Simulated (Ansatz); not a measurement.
Si2O2⁻ (the lowest doublet isomer of a short search) was relaxed with PBE0-D4 (def2-TZVPD) in Ansatz in these states: charge -1 doublet, charge -1 quartet. The geometries follow in no particular order.

A:

```
atom   x (Å)   y (Å)   z (Å)
 Si1   0.527   0.929   0.589
 Si2  -0.527  -0.929  -0.589
  O3  -0.292  -0.506   1.060
  O4   0.292   0.506  -1.060
```

B:

```xyz
4

Si   -0.9964    0.7511    0.0538
Si    0.9962   -0.7513   -0.0542
O    -0.6144   -0.8519    0.5148
O     0.6146    0.8521   -0.5144
```

Question: Judge from the bond lengths which geometry belongs to which state (an estimate).

Answer: A is the charge -1 quartet (Si1–Si2 2.439 Å, Si1–O3 1.718 Å, Si2–O3 1.718 Å); B is the charge -1 doublet (Si1–Si2 2.498 Å, Si1–O3 1.711 Å, Si2–O3 1.711 Å).

At PBE0-D4/def2-TZVPD the highest occupied level of the charge -1 quartet lies above zero (up to 1.14 eV). It is a level of α spin, whose loss leaves a triplet; that state wasn't run at this geometry and level. The electron is either unbound and held by the finite basis, or the level is raised by self-interaction error. At PBE0-D4/def2-TZVPD the highest occupied level of the charge -1 doublet lies above zero (up to 1.02 eV). By energy differences its removal costs 0.73 eV (vertical, to the charge 0 singlet, at PBE0-D4/def2-TZVPD); a positive level beside a positive removal energy at the same level points to self-interaction error. At PBE0-D4/def2-TZVPD a doublet lies 2.62 eV below the charge -1 quartet. These are the stationary points nearest to one start from a short search; other shapes may lie lower in each state.
